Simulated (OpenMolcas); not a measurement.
Au2+: moving or changing the point charges

Au2+ among 6 point charges of -1.7 e arranged as a trigonal antiprism (D3d), 2.11 Å from the ion, with a polar angle of 53.1° against the regular 54.74°.

| Property | Result |
| --- | --- |
| Program | OpenMolcas |
| Method | CASSCF |
| Basis | ANO-RCC-VDZP [7s6p4d2f] |
| Scalar Hamiltonian | DKH2, point nucleus |
| Active space | 9 electrons in 5 orbitals (5d) |
| State averaging | 2S+1 = 2 even, 5 roots |
| Spin-orbit coupling | RASSI with atomic mean-field integrals over the reference wave functions |

Runs around this geometry, states (labels of D3, the rotations of D3d). Energies in cm-1 above the lowest state or level, χT in cm3 K/mol.

```json
{"R (Å)": "2.11", "q (e)": "-1.1", "Polar angle / regular": "0.97", "Ground state": "2E", "First state of that spin": "2A1 4615", "First gap with spin-orbit (degeneracies)": "304.8 (2, 2)", "χT at 300 K": "0.988"}
{"R (Å)": "1.91", "q (e)": "-1.7", "Polar angle / regular": "0.97", "Ground state": "2E", "First state of that spin": "2E 11502", "First gap with spin-orbit (degeneracies)": "613.6 (2, 2)", "χT at 300 K": "0.685"}
{"R (Å)": "2.11", "q (e)": "-1.7", "Polar angle / regular": "0.97", "Ground state": "2E", "First state of that spin": "2A1 7130", "First gap with spin-orbit (degeneracies)": "467.2 (2, 2)", "χT at 300 K": "0.854"}
{"R (Å)": "2.32", "q (e)": "-1.7", "Polar angle / regular": "0.97", "Ground state": "2E", "First state of that spin": "2A1 4555", "First gap with spin-orbit (degeneracies)": "330.9 (2, 2)", "χT at 300 K": "0.980"}
{"R (Å)": "2.11", "q (e)": "-1.7", "Polar angle / regular": "1.05", "Ground state": "2E", "First state of that spin": "2E 7482", "First gap with spin-orbit (degeneracies)": "1138 (2, 2)", "χT at 300 K": "0.800"}
```

Scaling the charges by -1.1 / -1.7 = 0.65 scales the first state of the same spin by 4615 / 7130 = 0.65; with fixed orbitals a first-order splitting would follow the charge.

An orbital doublet at a regular site is open to a Jahn-Teller distortion, which this geometry leaves out. Point charges carry no covalency, so the field is a model and not that of real ligands. No measured value stands beside these numbers.
